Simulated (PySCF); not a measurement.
[Nb(NH3)6]3+ holds Nb(III), d2, at total charge +3. The structure is a model geometry with rigid ligands and bond lengths from ionic radii, not a minimum; coordination octahedral, point group S6, metal–donor distances 2.15 Å.

The d shell alone is too small an active space for [Nb(NH3)6]3+ (an active orbital has only 0.61 squared overlap with the free ion's shell): its levels, fitted parameters, g values and moments show what this model gives and aren't sound predictions.

Method (PySCF 2.14, density fitting): CASSCF(2,5) with orbitals averaged over all microstates of the shell, strongly contracted NEVPT2 on the averaged canonical orbitals; basis x2c-TZVPall on the metal, x2c-SVPall elsewhere; spin-free X2C; gas phase; spin-orbit coupling by state interaction with the mean-field operator over all roots.

CASSCF energies above the lowest CASSCF root:

| state | CASSCF / cm⁻¹ |
| --- | --- |
| 3Eg (from 3T1g) | 0 |
| 3Ag (from 3T1g) | 509 |
| 1Ag (from 1T2g) | 9029 |
| 1Eg | 9158 |
| 1Eg | 9777 |
| 1Ag (from 1A1g) | 22078 |
| 3Eg (from 3T2g) | 38644 |
| 3Ag (from 3T2g) | 38903 |
| 3Eg (from 3T1g) | 46384 |
| 3Ag (from 3T1g) | 46630 |
| 1Eg (from 1T2g) | 48169 |
| 1Ag (from 1T2g) | 48511 |
| 1Eg (from 1T1g) | 50598 |
| 1Ag (from 1T1g) | 50864 |
| 3Ag (from 3A2g) | 78741 |
| 1Eg | 88975 |
| 1Ag (from 1A1g) | 100041 |

How does dynamic correlation (SC-NEVPT2) move these states?


```json
{"state": "3Eg (from 3T1g)", "NEVPT2 / cm⁻¹": "0", "shift / cm⁻¹": "0"}
{"state": "3Ag (from 3T1g)", "NEVPT2 / cm⁻¹": "643", "shift / cm⁻¹": "+135"}
{"state": "1Ag (from 1T2g)", "NEVPT2 / cm⁻¹": "7423", "shift / cm⁻¹": "-1606"}
{"state": "1Eg", "NEVPT2 / cm⁻¹": "7676", "shift / cm⁻¹": "-1482"}
{"state": "1Eg", "NEVPT2 / cm⁻¹": "8362", "shift / cm⁻¹": "-1414"}
{"state": "1Ag (from 1A1g)", "NEVPT2 / cm⁻¹": "18495", "shift / cm⁻¹": "-3583"}
{"state": "3Eg (from 3T2g)", "NEVPT2 / cm⁻¹": "41147", "shift / cm⁻¹": "+2503"}
{"state": "3Ag (from 3T2g)", "NEVPT2 / cm⁻¹": "41467", "shift / cm⁻¹": "+2565"}
{"state": "3Eg (from 3T1g)", "NEVPT2 / cm⁻¹": "46803", "shift / cm⁻¹": "+419"}
{"state": "3Ag (from 3T1g)", "NEVPT2 / cm⁻¹": "47076", "shift / cm⁻¹": "+445"}
{"state": "1Eg (from 1T2g)", "NEVPT2 / cm⁻¹": "48796", "shift / cm⁻¹": "+627"}
{"state": "1Ag (from 1T2g)", "NEVPT2 / cm⁻¹": "49211", "shift / cm⁻¹": "+700"}
{"state": "1Eg (from 1T1g)", "NEVPT2 / cm⁻¹": "50711", "shift / cm⁻¹": "+114"}
{"state": "1Ag (from 1T1g)", "NEVPT2 / cm⁻¹": "51004", "shift / cm⁻¹": "+140"}
{"state": "3Ag (from 3A2g)", "NEVPT2 / cm⁻¹": "83346", "shift / cm⁻¹": "+4606"}
{"state": "1Eg", "NEVPT2 / cm⁻¹": "91238", "shift / cm⁻¹": "+2262"}
{"state": "1Ag (from 1A1g)", "NEVPT2 / cm⁻¹": "99144", "shift / cm⁻¹": "-898"}
```

The geometry is a model, and the complex may not exist in this form. The ground state is orbitally degenerate in this regular structure, which would distort (Jahn–Teller). NEVPT2 on the d shell alone tends to put d–d bands too high for such charged or covalently bound ions.
